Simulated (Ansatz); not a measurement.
Reactions of `C[NH][Zr]([Cl])([NH]C)[NH]C`.

Isolated molecules relaxed with PBE0-D4/def2-TZVP in Ansatz; ΔE leaves out vibrations. CBS: MP2 limit from def2 TZ/QZ plus the TZ coupled-cluster correction, frozen cores. This one scheme is used for every species. Elements past krypton have def2 core potentials. For W, Zr outer-core shells are correlated without core-valence functions, which leaves a few kJ/mol of doubt a bond. Each species was taken in one conformer, which may not be the lowest.

(1) Order these by ΔE at CCSD(T)/CBS, lowest first. (Estimate.)
A. `C[NH][Zr]([Cl])([NH]C)[NH]C` + `FCC1CO1` → `C[NH][Zr]([F])([NH]C)[NH]C` + `ClCC1CO1`
B. `C[NH][Zr]([Cl])([NH]C)[NH]C` + dimethylamine → `C[NH][Zr]([NH]C)([NH]C)[N](C)C` + HCl
C. `C[NH][Zr]([Cl])([NH]C)[NH]C` + `C[N](C)[W](=[O])(=[O])[F]` → `C[NH][Zr]([NH]C)([NH]C)[N](C)C` + `[O]=[W](=[O])([F])[Cl]`
D. `C[NH][Zr]([Cl])([NH]C)[NH]C` + H₂O → `C[NH][Zr]([OH])([NH]C)[NH]C` + HCl
E. `C[NH][Zr]([Cl])([NH]C)[NH]C` + H–F → `C[NH][Zr]([F])([NH]C)[NH]C` + HCl

Largest T1 diagnostic: 0.022, for `[O]=[W](=[O])([F])[Cl]`.

## Answers

(1) A (-22.4 kJ/mol), E (+7.8 kJ/mol), D (+61.6 kJ/mol), C (+108.6 kJ/mol), B (+123.3 kJ/mol).
